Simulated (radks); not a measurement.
Results of a calculation; reference values are marked as such.
Xe11+, 43 electrons, occupied as [Kr] 4d7. Code: a radial shooting solver on a logarithmic mesh with Libxc functionals. Model: scalar-relativistic Kohn-Sham, PBEsol, spin-polarised, spherical densities, finite nucleus; open shells are filled with parallel spins first (spin-orbit coupling, left out, can overturn this in heavy ions); Fermi nuclear charge, rms radius 4.7859 fm.

Unscreened Slater integrals over Kohn-Sham orbitals (cm^-1). They are taken over the spin-up orbitals.

| integral | value |
|---|---|
| F0(4d,4d) | 246170 |
| F2(4d,4d) | 126590 |
| F4(4d,4d) | 85165 |
| F0(4d,4p) | 255990 |
| F2(4d,4p) | 132350 |
| G1(4d,4p) | 168170 |
| G3(4d,4p) | 105600 |
| F0(4d,4s) | 261870 |
| G2(4d,4s) | 130370 |
| F0(4p,4p) | 267420 |
| F2(4p,4p) | 141060 |
| F0(4p,4s) | 274160 |
| G1(4p,4s) | 187160 |
| F0(4s,4s) | 281590 |

Derived for the open shells (J is the average intra-shell exchange parameter used in DFT+U). 4d: Racah B = F2/49 - 5 F4/441 = 1618 cm^-1, C = 35 F4/441 = 6759 cm^-1, C/B = 4.18, F4/F2 = 0.673, J = (F2 + F4)/14 = 15130 cm^-1.
